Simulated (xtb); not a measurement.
Cl4Sb (SMILES [Cl][Sb+]([Cl])([Cl])[Cl]), charge +1, singlet, from a rough starting geometry; GFN2-xTB (xtb).

xtb was given this input:
```
$ xtb mol.xyz --gfn 2 --chrg 1 --opt vtight --json

# file mol.xyz
5

Sb    -0.06155606     0.06790412     0.02605036
Cl     1.82879691    -0.62532622    -1.18726718
Cl     0.61707883     0.46677076     2.13750291
Cl    -0.91755041     1.83772917    -0.96740281
Cl    -1.54339187    -1.72967611     0.02932365
```

Output, abridged:

```
   ID    Z sym.   atoms
    1   51 Sb     1
    2   17 Cl     2-5

           -------------------------------------------------
          |                Calculation Setup                |
           -------------------------------------------------

           -------------------------------------------------
          |                 G F N 2 - x T B                 |
           -------------------------------------------------

          ...................................................
          :                      SETUP                      :
          :.................................................:
          :  # basis functions                  50          :
          :  # atomic orbitals                  45          :
          :  # shells                           15          :
          :  # electrons                        32          :
          :  max. iterations                   250          :
          :  Hamiltonian                  GFN2-xTB          :
          :  restarted?                      false          :
          :  GBSA solvation                  false          :
          :  PC potential                    false          :
          :  electronic temp.          300.0000000     K    :
          :  accuracy                    1.0000000          :
          :  -> integral cutoff          0.2500000E+02      :
          :  -> integral neglect         0.1000000E-07      :
          :  -> SCF convergence          0.1000000E-05 Eh   :
          :  -> wf. convergence          0.1000000E-03 e    :
          :  Broyden damping             0.4000000          :
          :  net charge                          1          :
          :  unpaired electrons                  0          :
          ...................................................

 iter      E             dE          RMSdq      gap      omega  full diag
   1    -19.8350809 -0.198351E+02  0.986E+00    3.58       0.0  T
   2    -19.8437652 -0.868426E-02  0.700E+00    4.10       1.0  T
   3    -20.0620121 -0.218247E+00  0.366E+00    3.59       1.0  T
   4    -20.0772052 -0.151931E-01  0.780E-01    3.72       1.0  T
   5    -20.0786109 -0.140572E-02  0.414E-01    3.74       1.0  T
   6    -20.0788400 -0.229131E-03  0.180E-01    3.76       1.0  T
   7    -20.0788854 -0.453694E-04  0.872E-02    3.77       1.0  T
   8    -20.0788885 -0.309411E-05  0.370E-02    3.78       1.2  T
   9    -20.0788896 -0.113531E-05  0.240E-02    3.78       1.9  T
  10    -20.0788912 -0.157881E-05  0.879E-03    3.78       5.1  T
  11    -20.0788907  0.461274E-06  0.128E-02    3.78       3.5  T
  12    -20.0788912 -0.465770E-06  0.432E-03    3.78      10.4  T
  13    -20.0788913 -0.542772E-07  0.346E-04    3.78     129.2  T
  14    -20.0788913  0.377148E-08  0.110E-03    3.78      40.6  T
  15    -20.0788913 -0.389959E-08  0.607E-05    3.78     737.3  T

   *** convergence criteria satisfied after 15 iterations ***

         :::::::::::::::::::::::::::::::::::::::::::::::::::::
         ::                     SUMMARY                     ::
         :::::::::::::::::::::::::::::::::::::::::::::::::::::
         :: total energy             -20.069737342522 Eh    ::
         :: gradient norm              0.044796185271 Eh/a0 ::
         :: HOMO-LUMO gap              3.777003795213 eV    ::
         ::.................................................::
         :: SCC energy               -20.078884318325 Eh    ::
         :: -> isotropic ES            0.125166317181 Eh    ::
         :: -> anisotropic ES         -0.003291017262 Eh    ::
         :: -> anisotropic XC         -0.001850787277 Eh    ::
         :: -> dispersion             -0.006911126278 Eh    ::
         :: repulsion energy           0.009146975803 Eh    ::
         :: add. restraining           0.000000000000 Eh    ::
         :: total charge               1.000000000000 e     ::
         :::::::::::::::::::::::::::::::::::::::::::::::::::::

      -----------------------------------------------------------
     |                   =====================                   |
     |                        A N C O P T                        |
     |                   =====================                   |
     |               Approximate Normal Coordinate               |
     |                Rational Function Optimizer                |
      -----------------------------------------------------------
      -----------------------------------------------------------
     |                   =====================                   |
     |                        A N C O P T                        |
     |                   =====================                   |
     |               Approximate Normal Coordinate               |
     |                Rational Function Optimizer                |
      -----------------------------------------------------------

          ...................................................
          :                      SETUP                      :
          :.................................................:
          :   optimization level         verytight          :
          :   max. optcycles                   200          :
          :   ANC micro-cycles                  20          :
          :   degrees of freedom                 9          :
          :.................................................:
          :   RF solver                   davidson          :
          :   write xtbopt.log                true          :
          :   linear?                        false          :
          :   energy convergence         0.1000000E-06 Eh   :
          :   grad. convergence          0.2000000E-03 Eh/α :
          :   maxmium RF displ.          1.0000000          :
          :   Hlow (freq-cutoff)         0.1000000E-01      :
          :   Hmax (freq-cutoff)         5.0000000          :
          :   S6 in model hess.         20.0000000          :
          ...................................................

[...]
 * total energy  :   -20.0697373 Eh     change       -0.2188472E-11 Eh
 * total energy  :   -20.0709673 Eh     change       -0.1229978E-02 Eh
 * total energy  :   -20.0729620 Eh     change       -0.1994690E-02 Eh
 * total energy  :   -20.0731049 Eh     change       -0.1428676E-03 Eh
 * total energy  :   -20.0732362 Eh     change       -0.1313363E-03 Eh
 * total energy  :   -20.0732385 Eh     change       -0.2326507E-05 Eh
 * total energy  :   -20.0732463 Eh     change       -0.7722890E-05 Eh
 * total energy  :   -20.0732489 Eh     change       -0.2682598E-05 Eh
 * total energy  :   -20.0732489 Eh     change        0.2096816E-07 Eh
 * total energy  :   -20.0732490 Eh     change       -0.4305269E-07 Eh
   *** GEOMETRY OPTIMIZATION CONVERGED AFTER 10 ITERATIONS ***
[...]

   *** convergence criteria satisfied after 3 iterations ***

         :::::::::::::::::::::::::::::::::::::::::::::::::::::
         ::                     SUMMARY                     ::
         :::::::::::::::::::::::::::::::::::::::::::::::::::::
         :: total energy             -20.073248968150 Eh    ::
         :: gradient norm              0.000010867478 Eh/a0 ::
         :: HOMO-LUMO gap              3.819719126064 eV    ::
         ::.................................................::
         :: SCC energy               -20.080669372002 Eh    ::
         :: -> isotropic ES            0.125069886537 Eh    ::
         :: -> anisotropic ES         -0.003562031156 Eh    ::
         :: -> anisotropic XC         -0.001975940013 Eh    ::
         :: -> dispersion             -0.006881488730 Eh    ::
         :: repulsion energy           0.007420403853 Eh    ::
         :: add. restraining           0.000000000000 Eh    ::
         :: total charge               1.000000000000 e     ::
         :::::::::::::::::::::::::::::::::::::::::::::::::::::

           -------------------------------------------------
          |                Property Printout                |
           -------------------------------------------------

    * Orbital Energies and Occupations

         #    Occupation            Energy/Eh            Energy/eV
      -------------------------------------------------------------
         1        2.0000           -1.2601810             -34.2913
       ...           ...                  ...                  ...
         4        2.0000           -1.2515769             -34.0571
         5        2.0000           -1.0179100             -27.6987
         6        2.0000           -0.7071452             -19.2424
         7        2.0000           -0.7071417             -19.2423
         8        2.0000           -0.7071395             -19.2422
         9        2.0000           -0.6590585             -17.9339
        10        2.0000           -0.6590585             -17.9339
        11        2.0000           -0.6486843             -17.6516
        12        2.0000           -0.6486839             -17.6516
        13        2.0000           -0.6486834             -17.6516
        14        2.0000           -0.6442129             -17.5299
        15        2.0000           -0.6442116             -17.5299
        16        2.0000           -0.6442096             -17.5298 (HOMO)
        17                         -0.5038375             -13.7101 (LUMO)
        18                         -0.4165889             -11.3360
        19                         -0.4165810             -11.3357
        20                         -0.4165681             -11.3354
        21                         -0.1986331              -5.4051
        22                         -0.1986327              -5.4051
        23                         -0.1986323              -5.4051
        24                         -0.1985638              -5.4032
        25                         -0.1985637              -5.4032
        26                         -0.1980790              -5.3900
        27                         -0.1980780              -5.3900
       ...                                ...                  ...
        45                          0.5807356              15.8026
      -------------------------------------------------------------
                  HL-Gap            0.1403721 Eh            3.8197 eV
             Fermi-level           -0.5740235 Eh          -15.6200 eV

     #   Z          covCN         q      C6AA      α(0)
     1  51 Sb       3.285     0.347   359.646    36.103
     2  17 Cl       0.821     0.163    94.350    14.859
     3  17 Cl       0.821     0.163    94.350    14.859
     4  17 Cl       0.821     0.163    94.349    14.859
     5  17 Cl       0.821     0.163    94.350    14.859

 Mol. C6AA /au·bohr⁶  :       3315.274955
 Mol. C8AA /au·bohr⁸  :     198340.415491
 Mol. α(0) /au        :         95.539919

Wiberg/Mayer (AO) data.
largest (>0.10) Wiberg bond orders for each atom

 ---------------------------------------------------------------------------
     #   Z sym  total        # sym  WBO       # sym  WBO       # sym  WBO
 ---------------------------------------------------------------------------
     1  51 Sb   4.575 --     2 Cl   1.144     3 Cl   1.144     4 Cl   1.144
                             5 Cl   1.144
     2  17 Cl   1.578 --     1 Sb   1.144     4 Cl   0.145     5 Cl   0.145
                             3 Cl   0.145
     3  17 Cl   1.578 --     1 Sb   1.144     4 Cl   0.145     2 Cl   0.145
                             5 Cl   0.145
     4  17 Cl   1.578 --     1 Sb   1.144     2 Cl   0.145     5 Cl   0.145
                             3 Cl   0.145
     5  17 Cl   1.578 --     1 Sb   1.144     4 Cl   0.145     2 Cl   0.145
                             3 Cl   0.145
 ---------------------------------------------------------------------------

Topologies differ in total number of bonds
Writing topology from bond orders to xtbtopo.mol

molecular dipole:
                 x           y           z       tot (Debye)
 q only:       -0.029       0.007       0.014
   full:       -0.029       0.007       0.014       0.084
molecular quadrupole (traceless):
                xx          xy          yy          xz          yz          zz
 q only:        0.001      -0.001       0.000      -0.001      -0.000      -0.001
  q+dip:        0.001      -0.001       0.000      -0.001      -0.001      -0.001
   full:        0.001      -0.001       0.000      -0.001      -0.001      -0.001

optimized geometry written to: xtbopt.xyz

           -------------------------------------------------
          | TOTAL ENERGY              -20.073248968150 Eh   |
          | GRADIENT NORM               0.000010867478 Eh/α |
          | HOMO-LUMO GAP               3.819719126064 eV   |
           -------------------------------------------------

normal termination of xtb
```
